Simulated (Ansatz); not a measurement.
Molecule: sum formula ZrH₄S, charge 0, multiplicity 1. 
Structure (B3LYP-D3(BJ)/def2-TZVP (Ansatz, a program for electronic structure) minimum search):
```
Zr
H 1 1.8482
H 1 1.8482 2 109.02
H 1 1.8518 2 111.39 3 -123.33
S 1 2.4228 2 108.09 3 117.27
H 5 1.3548 1 86.83 2 121.07
```
Charge 0, spin multiplicity 1.

Wanted: vertical ionisation energy (to the doublet state of charge +1; each state is the SCF solution reached for its spin), in eV. Correlated levels leave the core frozen unless marked. UHF or UKS for open shells. Spin-orbit coupling is left out. The frozen core is the preceding noble-gas configuration, with the filled d and f shells of earlier blocks. Past Kr the def2 sets carry scalar-relativistic core potentials. 

| level | program | vertical ionisation energy (eV) |
|---|---|---|
| PBE/def2-TZVPD | Ansatz | 9.78 |
| CAM-B3LYP/def2-TZVPD | Ansatz | 10.31 |
| wB97X-V/def2-TZVPD | Ansatz | 10.36 |
| MP2/def2-SVPD | Ansatz | 10.30 |
| RI-MP2/def2-QZVPPD | Ansatz | 10.53 |
| CCSD/def2-SVPD | Ansatz | 10.10 |
